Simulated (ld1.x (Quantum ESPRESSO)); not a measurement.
**antimony: one change to a TM potential, before and after**

antimony (Sb), norm-conserving Troullier–Martins (Kleinman–Bylander form), made with ld1.x (Quantum ESPRESSO) 7.5 (PBE, scalar-relativistic). Core [Kr], reference 4d10 5s2 5p2 (charge +1). Waves: 5s (bound): rc 1.55 bohr; 5p (bound): rc 1.65 bohr; 4d (bound): rc 1.45 bohr. Local part: the d channel. Core correction: Bessel-smoothed model core, default radius (core density twice the valence density).

Change: wave 5p (bound): rc 1.65 bohr becomes 5p (bound): rc 2.32 bohr.

Cutoffs: the cutoffs (Ry, on a coarse ladder) from which the occupation-weighted sum of valence levels, in a spherical-Bessel basis at the reference potential, stays within 10 and 1 mRy of its value at 400 Ry; they do not see the model core or the augmentation charge, which bear on the density cutoff. Errors are all-electron minus pseudo energies relative to the spin-unpolarised reference configuration.

Question: What does the change do?

Answer: The potential gets neither clearly harder nor softer (90 Ry and 160 Ry → 90 Ry and 160 Ry); both files keep a bound ghost (p, s); of the 7 tests that both files solve, the error grows in 5 and shrinks in 0 by more than 15 % and 0.3 meV (median size 4.2 → 4.4 meV). More of the atom is replaced by a form fitted at one configuration, so other configurations suffer.

```csv
quantity,base,changed
"cutoff, loose",90 Ry,90 Ry
"cutoff, tight",160 Ry,160 Ry
loose cutoff by channel (10 mRy a level),"s 30 Ry, p 40 Ry, d 80 Ry","s 30 Ry, p 25 Ry, d 80 Ry"
bound ghosts,"s, p","s, p"
"error for 4d10 5s2 5p3, meV [ΔE -8.32 eV]",+0.5,+2.5
"error for 4d10 5s2 5p1, meV [ΔE 15.97 eV]",-4.2,-3.6
"error for 4d10 5s2 5p0, meV [ΔE 40.38 eV]",-4.9,-10
"error for 4d10 5s1 5p0, meV [ΔE 84.67 eV]",-19,-18
"error for 4d10 5s0 5p5, meV [ΔE 8.11 eV]",-5.6,-19
"error for 4d10 5s2 5p2.5, meV [ΔE -5.05 eV]",+0.9,+1.4
"error for 4d10 5s1 5p3, meV [ΔE 8.73 eV]",-2.8,-4.4
```

 A true bound ghost makes a file unfit for plane-wave use even where its test errors are small: the radial tests pick states by their node count and pass the ghost by.
